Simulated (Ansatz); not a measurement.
A series at Si: from tetramethylsilane, ligands are replaced one by one, each step taking up HCl and setting free CH₄; n counts the steps. Ansatz, PBE0-D4/def2-TZVP geometries.

```tsv
n	molecule	HOMO energy, ωB97M-V/def2-TZVPP (eV)
0	`C[Si](C)(C)C`	-10.57
1	`C[Si](C)(C)Cl`	-10.58
2	`C[Si](C)(Cl)Cl`	-10.85
3	`C[Si](Cl)(Cl)Cl`	-11.40
4	`Cl[Si](Cl)(Cl)Cl`	?
```

Problem. By hand: fit a straight line y = ȳ + b (n − n̄) to the 4 given rows and predict n = 4.

Solution. n̄ = 1.500, ȳ = -10.850; Σ(n − n̄)(y − ȳ) = -1.380, Σ(n − n̄)² = 5.000, so b = -0.276 eV a step. Prediction: -10.850 + (-0.276) × (2.500) = -11.54 eV.

Problem. By hand: compare with the computed value, -11.77 eV, and give the steps along the whole series.

Solution. The line misses by -0.23 eV (computed minus predicted). Steps: -0.01, -0.27, -0.55, -0.37 eV.

The steps differ by up to 0.54 eV without a steady trend. The highest orbital can change its character along such a series. The miss is 19.2 % of the series' range.
